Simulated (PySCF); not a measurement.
Compound: Sn(OMe)2, C2H6O2Sn.
Structure used (PBE0-D3(BJ)/def2-SVP), in Å, numbered top down from 1:
```xyz
11
C2H6O2Sn angstrom
Sn     0.0220    0.8878   -2.1385
O      1.5874    0.3816   -1.0090
C      1.8685   -0.1527    0.2413
H      2.1336   -1.2252    0.1693
H      1.0337   -0.0711    0.9618
H      2.7372    0.3637    0.6910
O     -1.5643    0.4769   -0.9997
C     -1.8735   -0.0491    0.2473
H     -2.6885    0.5330    0.7164
H     -1.0251   -0.0511    0.9563
H     -2.2310   -1.0936    0.1638
```

Method used: PySCF 2.14.0, PBE0-D3(BJ)/def2-SVP geometry optimisation, gas phase, def2 core potentials past Kr.

Take the most abundant isotopes and a rigid rotor. The values belong to one conformer.

Question: Give the principal moments of inertia and the rotational constants in MHz.

Answer: Ia = 186.71, Ib = 193.38, Ic = 373.71 u·Å²; 505379 MHz·u·Å²/I gives A = 2707, B = 2613, C = 1352 MHz.

Question: What kind of rotor is it?

Answer: An asymmetric top: κ = (2 × 2613 − 2707 − 1352)/(2707 − 1352) = 0.86.

Question: What does the inertial defect say?

Answer: Not planar: Δ = Ic − Ia − Ib = -6.38 u·Å². For a rigid frame Δ = −2 Σ m c², so Σ m c² = 3.19 u·Å² lies off the ab plane, practically all of it from hydrogen. The atom farthest from that plane is 1.01 Å away.

Question: Where do the levels up to J = 4 lie, in MHz?

Answer: Above 0(0,0):
J = 1: 1(0,1) 3966, 1(1,1) 4059, 1(1,0) 5320
J = 2: 2(0,2) 10725, 2(1,2) 10730, 2(1,1) 14513, 2(2,1) 14793, 2(2,0) 15965
J = 3: 3(0,3) 20148, 3(1,3) 20148, 3(1,2) 26665, 3(2,2) 26690, 3(2,1) 30336, 3(3,1) 30896, 3(3,0) 31946
J = 4: 4(0,4) 32274, 4(1,4) 32274, 4(1,3) 41418, 4(2,3) 41419, 4(2,2) 47900, 4(3,2) 47974, 4(3,1) 51441, 4(4,1) 52373, 4(4,0) 53275

Question: Which lines would a microwave search look for?

Answer: The dipole components are |μa| = 0.00 D, |μb| = 0.26 D, |μc| = 0.07 D; the mirror of this Cs structure is the bc plane, so μa vanishes by symmetry (the 0.01 D computed is a residue) and there are no a-type lines. The squared components, which scale the intensities, stand as 1.00 : 0.07 (b : c). Some lines, for components of 0.1 D or more:

```
type  branch         J(Ka,Kc)    MHz  lower level (cm⁻¹)
   b       Q  1(1,0) ← 1(0,1)   1354               0.132
   b       Q  2(2,0) ← 2(1,1)   1453               0.484
   b       Q  5(3,2) ← 5(2,3)   6417               2.268
   b       Q  4(2,2) ← 4(1,3)   6482               1.382
   b       Q  5(3,3) ← 5(2,4)   9141               1.963
   b       Q  4(1,3) ← 4(0,4)   9144               1.077
   b       Q  4(2,3) ← 4(1,4)   9145               1.077
   b       R  2(2,1) ← 1(1,0)   9473               0.177
   b       Q  5(1,4) ← 5(0,5)  11759               1.571
   b       R  3(2,2) ← 2(1,1)  12177               0.484
   b       R  4(1,3) ← 3(2,2)  14728               0.890
   b       R  5(1,4) ← 4(2,3)  17444               1.382
   b       R  5(3,2) ← 4(4,1)  22043               1.747
   b       R  5(5,1) ← 4(4,0)  25952               1.777
   b       R  5(4,1) ← 4(3,2)  29857               1.600
```

Question: Estimate the classical rotational partition function at 25 K, 50 K and 200 K.

Answer: Point group Cs, symmetry number σ = 1; q = (√π/σ)·√((kT/h)³/(ABC)), k/h = 20836.6 MHz/K: 6810 at 25 K, 19300 at 50 K, 154000 at 200 K.

Atoms past krypton carry def2 core potentials. PBE0-D3(BJ)/def2-SVP frequencies: not computed here. Zero-point vibration and centrifugal distortion are left out. A rigid rotor knows nothing of internal rotation, which can split or shift real lines.

Time: 66 s wall. Hardware: Arm Neoverse V1, one thread, no GPU (shared host). These figures are those of the optimisation.
